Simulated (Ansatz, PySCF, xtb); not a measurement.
Pulling on the Al1–H2 bond in CH5AlO (SMILES C[O][AlH2]) (multiplicity 1 held, fragments rigid). Energies count from the point at 1.571 Å.
Geometry at that point (charge 0, multiplicity 1):
```xyz
8

Al    -0.484     0.898     0.626
H     -0.453     1.218     2.164
H     -1.221     1.773    -0.463
O      0.340    -0.492     0.134
C      0.562    -1.131    -1.101
H      0.088    -0.601    -1.935
H      1.635    -1.194    -1.299
H      0.162    -2.148    -1.070
```

R- and RO- levels are restricted; in cc, def2 and unpolarised 6-31G sets they are followed outwards from rest. Unrestricted levels (U-) break spin symmetry where that is lower. Active spaces are followed from a long bond inwards. Curves can end on different states.

Frozen-core correlation. Rows in 6-31G* carry no dispersion term and start afresh at each structure (6-31G* with six Cartesian d functions). MP2/6-31G* freezes PySCF's default core.

Codes used: Ansatz (a first-principles code) with Gaussian orbitals; PySCF for 6-31G* rows; xtb for the GFN methods. Each number belongs to the level named beside it. The GFN methods have no spin term and hold the electronic entropy of 300 K.

| level | energy at R = 5.028 Å (kcal/mol) |
|---|---|
| GFN2-xTB | 104.77 |
| U-PBE/cc-pV(T+d)Z | 83.02 |
| U-B3LYP/cc-pV(T+d)Z | 87.66 |
| R-wB97X-V/cc-pV(T+d)Z | ? |
| R-MP2/6-31G* | 113.21 |
| R-MP2/cc-pV(T+d)Z | ? |
| U-MP2/cc-pV(T+d)Z | 84.97 |
| R-SCS-MP2/cc-pV(T+d)Z | 115.35 |
| FIC-MRCISD on CASSCF(2,2)/cc-pV(T+d)Z | 86.29 |

**Question.** Some entries are withheld; supply them.

**Answer.** 
- R-wB97X-V/cc-pV(T+d)Z, energy at R = 5.028 Å (kcal/mol): 146.36
- R-MP2/cc-pV(T+d)Z, energy at R = 5.028 Å (kcal/mol): 121.47

Doubts at one or more of the structures used: a spin-contaminated determinant (U-PBE/cc-pV(T+d)Z, U-B3LYP/cc-pV(T+d)Z, U-MP2/cc-pV(T+d)Z); a restricted determinant that unrestricted orbitals would lower (R-wB97X-V/cc-pV(T+d)Z, R-MP2/6-31G*, R-MP2/cc-pV(T+d)Z, R-SCS-MP2/cc-pV(T+d)Z).
